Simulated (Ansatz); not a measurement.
(1) Predict a relaxed structure of the cluster PdS2⁺ (the lowest doublet isomer of a short search), charge 1, doublet, at PBE-D4/def2-TZVP (Ansatz).

## Answers

(1) 
Cartesian coordinates in Å:
```
Pd -0.562 1.199 -0.349
S -0.565 -1.043 0.014
S 1.127 -0.156 0.335
```
Point group C2v (tolerance 0.1 Å). The metal has 2 neighbours: S 2.27 Å, S 2.27 Å. This is one stationary point.

In the def2 sets Pd takes a core potential; there is no spin–orbit coupling. The structure comes from a short search, and lower isomers may exist.
